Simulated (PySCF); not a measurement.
# Correlation energy of As(2+) (arsenic, charge +2)

[Ar] 3d10 4s2 4p1, 2P determinant. Computed with PySCF 2.14 in pcseg-2, with no relativity, point nucleus. Frozen: [Ar] 3d10; 3 electrons correlated.

MP2 pair energies summed by pair of shells (mhartree):

```
 pair  energy  share (%)
4s-4s  -22.26       55.7
4s-4p  -17.74       44.3
```

Total MP2 correlation energy: -40.01 mhartree.

Same-spin part -2.59 and opposite-spin part -37.41 mhartree; SCS-MP2 scales them by 1/3 and 6/5 to -45.76 mhartree.

| level | correlation energy (mhartree) |
| --- | --- |
| CCSD | -54.53 |
| (T) | -0.74 |
| CCSD(T) | -55.27 |

Diagnostics: T1 = 0.0088, D1 = 0.0206, largest double amplitude 0.099.

Problem. Is a single reference adequate?

Solution. Mostly. T1 lies below 0.03, but a double amplitude of this size points to a near-degeneracy that CCSD handles and MP2 describes poorly.
